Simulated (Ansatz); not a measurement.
Reaction (redistribution): `[CH3][SnH2][CH2][AlH2]` + `F[SiH](Cl)[GeH3]` → `F[SiH]([AlH2])[GeH3]` + `[CH3][SnH2][CH2]Cl`

Calculated with Ansatz (gas phase, PBE0-D4/def2-TZVP geometries, no zero-point term in ΔE). CCSD(T)/CBS is the MP2 limit (def2-TZVPP, def2-QZVPP) plus CCSD(T) − MP2 in def2-TZVPP, frozen cores. DFT in def2-TZVPP. B3LYP here is the variant with VWN-RPA as its local correlation; programs differ in this. Elements past krypton have def2 core potentials. For Ge, Sn outer-core shells are correlated without core-valence functions, which leaves a few kJ/mol of doubt a bond. Scalar relativity is left out up to krypton. One conformer a species, not always the lowest.

`[CH3][SnH2][CH2][AlH2]`:

Cartesian coordinates in Å:
```
C -2.256 -0.565 -0.052
Sn -0.338 -0.202 -0.925
C 1.231 -0.520 0.528
Al 2.072 1.209 0.735
H -2.328 -1.608 0.258
H -2.385 0.074 0.822
H -3.047 -0.350 -0.770
H -0.251 1.452 -1.416
H -0.081 -1.168 -2.314
H 0.737 -0.891 1.429
H 1.882 -1.298 0.126
H 3.298 1.616 -0.191
H 1.466 2.252 1.771
```

`F[SiH](Cl)[GeH3]`:

Cartesian coordinates in Å:
```
F 0.680 1.694 1.349
Si -0.393 1.013 0.384
Cl -0.597 2.205 -1.269
Ge 0.380 -1.134 -0.279
H -1.692 1.020 1.095
H 0.582 -2.028 0.954
H 1.707 -0.993 -1.035
H -0.667 -1.777 -1.200
```

`F[SiH]([AlH2])[GeH3]`:

Z-matrix (Å, degrees):
```
Si
Al 1 2.461
Ge 1 2.392 2 112.3
F 1 1.618 2 111.9 3 -122.1
H 1 1.495 2 111.2 3 118.7
H 2 1.589 1 117.6 3 -61.1
H 2 1.586 1 122.1 3 117.0
H 3 1.538 1 111.9 2 -178.3
H 3 1.539 1 111.2 2 -56.8
H 3 1.540 1 108.6 2 61.7
```

`[CH3][SnH2][CH2]Cl`:

Z-matrix (Å, degrees):
```
C
Sn 1 2.134
H 1 1.090 2 109.0
H 1 1.090 2 110.4 3 -120.0
H 1 1.090 2 110.0 3 119.6
C 2 2.162 1 107.9 3 -52.1
H 2 1.715 1 111.6 3 -170.8
H 2 1.709 1 111.6 3 66.2
Cl 6 1.785 2 110.1 1 52.9
H 6 1.089 2 111.3 1 -66.1
H 6 1.089 2 111.6 1 172.1
```

```csv
level,ΔE (eV),difference from CCSD(T)/CBS
PBE-D4,1.84,-0.22
r2SCAN-D4,2.05,-0.01
ωB97X-V,1.97,-0.09
B2PLYP,2.03,-0.03
PBE,1.83,-0.23
PBE0,1.92,-0.14
B3LYP,1.94,-0.12
HF/def2-TZVPP,2.04,-0.02
CCSD/def2-TZVPP,2.03,-0.03
MP2/def2-QZVPP,2.20,0.14
CCSD(T)/CBS,2.06,0
```

Largest T1 diagnostic among the species: 0.012.

From PBE to PBE0 (25 % exact exchange), in def2-TZVPP and without D4, ΔE moves by +0.08 eV.
